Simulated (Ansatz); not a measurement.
CH$_{4}$FGaSi, 8 atoms. Charge 0, multiplicity 1. Correlated methods include outer-core shells of Ga, which these sets cover unevenly. Scalar relativity is left out up to krypton. The bonds changed during the relaxation, so this is another structure than the one it started from. All runs use 2 threads of an Arm Neoverse V1 on a shared host. Correlated methods freeze the cores.

(1) How many basis functions does each run have, and how long does it take in Ansatz? RKS PBE0-D4/def2-SVP energy; RKS PBE0-D4/def2-QZVPP energy; RKS HSE06 (plane-wave form)-D4/def2-TZVPP energy; RKS r2SCAN-D4/def2-TZVPP energy and forces; RHF-CCSD(T)/def2-SVP energy; direct RPA on PBE orbitals/def2-TZVPP energy; RKS ωB97M-V/def2-QZVPP energy; RKS PBE-QIDH (frozen core)/def2-TZVPP energy; RKS PBE0-D4/def2-TZVP relaxation (9 steps); RKS PBE0-D4/def2-TZVP frequencies; RHF-MP2/def2-QZVPP energy; RHF-CCSD(T)/def2-TZVPP energy. (An estimate is asked.)

Results:

(1) The calculation gave: Other jobs shared the machine, so times are rough.

| level | job | functions | wall time | peak host memory (GiB) |
| --- | --- | --- | --- | --- |
| RKS PBE0-D4/def2-SVP | energy | 98 | 2 s | 0.2 |
| RKS HSE06 (plane-wave form)-D4/def2-TZVPP | energy | 208 | 5.5 s | 0.53 |
| RKS PBE-QIDH (frozen core)/def2-TZVPP | energy | 208 | 7.5 s | 0.5 |
| RHF-CCSD(T)/def2-SVP | energy | 98 | 7.5 s | 0.36 |
| RKS r2SCAN-D4/def2-TZVPP | energy and forces | 208 | 8 s | 0.27 |
| direct RPA on PBE orbitals/def2-TZVPP | energy | 208 | 9 s | 0.47 |
| RKS PBE0-D4/def2-QZVPP | energy | 393 | 15 s | 1.2 |
| RKS ωB97M-V/def2-QZVPP | energy | 393 | 35 s | 1.5 |
| RHF-MP2/def2-QZVPP | energy | 393 | 39 s | 1.9 |
| RKS PBE0-D4/def2-TZVP | relaxation (9 steps) | 171 | 47 s | 0.43 |
| RHF-CCSD(T)/def2-TZVPP | energy | 208 | 2.4 min | 2.7 |
| RKS PBE0-D4/def2-TZVP | frequencies | 171 | 2.9 min | 0.43 |
